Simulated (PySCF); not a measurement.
## [Lu(H2O)3]3+: from a saddle point downhill

PySCF 2.14.0, RKS PBE0, Lu lcecp-1-SVP with ECP60, O def2-SVP, H def2-SVP; non-relativistic Hamiltonian with scalar-relativistic core potentials where named; density fitting; no spin-orbit coupling. Relaxed within the symmetry of its start, the geometry (D3h) is

```xyz
10

Lu    0.0000    0.0000    0.0000
O     2.1980    0.0000    0.0000
H     2.8159    0.0000    0.7725
H     2.8159    0.0000   -0.7725
O    -1.0990    1.9035    0.0000
H    -1.4080    2.4387    0.7725
H    -1.4080    2.4387   -0.7725
O    -1.0990   -1.9035    0.0000
H    -1.4080   -2.4387    0.7725
H    -1.4080   -2.4387   -0.7725
```

and its lowest harmonic modes are -207, -178, -178, -47, 59, 59 cm⁻¹ (negative: unstable). It was moved along the lowest mode and relaxed again, within the group D3 that the move left.

Q: Where does it end, and how much lower?

A: In D3, 0.130 eV lower, after 22 steps:
```xyz
10

Lu    0.0000    0.0000    0.0000
O     2.1871    0.0000    0.0000
H     2.8040    0.7227    0.2766
H     2.8040   -0.7227   -0.2766
O    -1.0936    1.8941    0.0000
H    -2.0278    2.0670    0.2766
H    -0.7761    2.7897   -0.2766
O    -1.0936   -1.8941    0.0000
H    -0.7762   -2.7897    0.2766
H    -2.0279   -2.0670   -0.2766
```

Q: How do the contacts change?

A: 
| contact | saddle (Å) | end (Å) |
| --- | --- | --- |
| Lu1–O2 (H2O) | 2.198 | 2.187 |
| Lu1–O5 (H2O) | 2.198 | 2.187 |
| Lu1–O8 (H2O) | 2.198 | 2.187 |


Q: Is the end a minimum?

A: Yes, as far as the noise of the softest modes lets one tell (those above −25 cm⁻¹ count as noise); lowest modes -21, 70, 70, 100, 100, 114 cm⁻¹.

An lcecp potential fixes the number of 4f electrons, so in runs with it no electron can move into or out of that shell.

State: singlet in the valence, with the 4f electrons in the core potential.
